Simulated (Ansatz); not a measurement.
Ansatz (a first-principles code) input (RI-MP2/def2-TZVPPD):
A basis named .json is the Basis Set Exchange file of that set.

Ansatz 0.2 input:
```yaml
crystal:
  periodic: [false, false, false]
  atoms:
    - {symbol: Pb, position_ang: [0.01300960, 0.01244349, 0.01318078]}
    - {symbol: H, position_ang: [1.00984036, -1.03472481, -1.05222880]}
    - {symbol: H, position_ang: [-1.01715676, 1.05515155, -1.02453197]}
    - {symbol: H, position_ang: [-1.05947085, -1.04079298, 0.99593670]}
basis:
  gaussian:
    orbitals: def2-TZVPPD.json
    fitting: {mean_field: def2-universal-jkfit, correlation: def2-TZVPPD-RIFIT.json}
magnetization: {spin_polarized: true, initial_magnetization: 1}
correlation: {method: mp2, electrons: outside_noble_gas}
```

Output:

```
Functional definition: HF
integrals: 0.03 GiB planned
305 factors; integrals over basis functions are off by at most 1.2e0 eV
317 factors; integrals over basis functions are off by at most 7.1e-1 eV
mean field: 0.17 GiB planned
mean field evaluation 1: about -5264.6855 eV, gradient 6.8e0 eV
mean field evaluation 2: about -5265.1576 eV, gradient 2.9e0 eV
mean field evaluation 4: about -5265.2460 eV, gradient 2.9e-1 eV
mean field -5265.24786503 eV, -193.4942901265 hartree, gradient 2.8e-6 eV, S^2 0.758844; 0 other end points of the search recorded, 0 dependent functions left out
9 core orbitals not correlated
reference -5265.24786503 eV, -193.4942901265 hartree; 4, 3 occupied and 94, 95 virtual orbitals, 317 factors
second order -2.76123623 eV of doubles, -0.00000000 eV of singles
Total energy: -5268.00910125 eV, -193.5957636862 hartree
```
